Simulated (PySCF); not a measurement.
TeCl3, SMILES Cl[Te+](Cl)Cl, charge +1. The structure is a stationary point at PBE-D3(BJ)/def2-SVP. The spin state was assumed, not searched. The isomer is the one that the SMILES or the coordinates give; other isomers of the formula were not compared. The def2 effective core potentials stand for the cores of Te; spin–orbit coupling is left out.

Calculation: PBE-D3(BJ)/def2-SVP (PySCF 2.14.0).

Harmonic wavenumbers (cm⁻¹): 116, 116, 143, 387, 387, 388. Rotational constants (GHz): 1.723, 1.723, 1.113; symmetry number 3.

### Question
Work out the zero-point energy and the ideal-gas rigid-rotor harmonic-oscillator thermochemistry at 298.15 K and 1 atm.

### Answer
ZPE = ½ Σ hcν = ½ × 1538 cm⁻¹ = 2.20 kcal/mol. H − E(el) = 6.47 kcal/mol. Entropy in cal/(mol K): translation 42.25, rotation 26.78, vibration 12.12, total 81.15. G − E(el) = -17.73 kcal/mol. Cp = 18.22 cal/(mol K). Modes under 150 cm⁻¹ make the vibrational entropy uncertain.
